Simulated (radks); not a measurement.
The germanium anion Ge4-, [Kr], held by a Watson sphere: a shell of charge +4 at radius R that stands for the Madelung well of a crystal (potential energy -4/R inside, -4/r outside, in hartree with lengths in bohr). All-electron calculation, scalar-relativistic Kohn-Sham, r2SCAN, spin-unpolarised, spherical densities, finite nucleus; meta-GGA in the generalised Kohn-Sham scheme; Fermi nuclear charge, rms radius of each element as measured or else 0.836 A^(1/3) + 0.57 fm. Program: a radial shooting solver on a logarithmic mesh with Libxc functionals.

| R (bohr) | e(3d) (eV) | e(4s) (eV) | e(4p) (eV) | <r> 4p (bohr) | sum of <r^2> (bohr^2) | X-ray form factor at sin(theta)/lambda = 0.2 1/angstrom |
|---|---|---|---|---|---|---|
| 2.23 | -30.139 | -16.276 | -7.793 | 2.531 | 65.68 | 25.825 |
| 4.26 | -27.040 | -10.540 | -4.346 | 3.664 | 119.6 | 25.305 |
| 4.51 | -26.998 | -10.235 | -4.074 | 3.810 | 127.8 | 25.335 |
| 4.6 | -26.988 | -10.139 | -3.984 | 3.862 | 130.8 | 25.346 |
| 4.87 | -26.964 | -9.894 | -3.734 | 4.021 | 140.1 | 25.381 |

Estimate the row for R = 2.91 bohr.

Answer. e(3d) (eV) -27.946; e(4s) (eV) -13.553; e(4p) (eV) -6.411; <r> 4p (bohr) 2.901; sum of <r^2> (bohr^2) 81.51; X-ray form factor at sin(theta)/lambda = 0.2 1/angstrom 25.399.
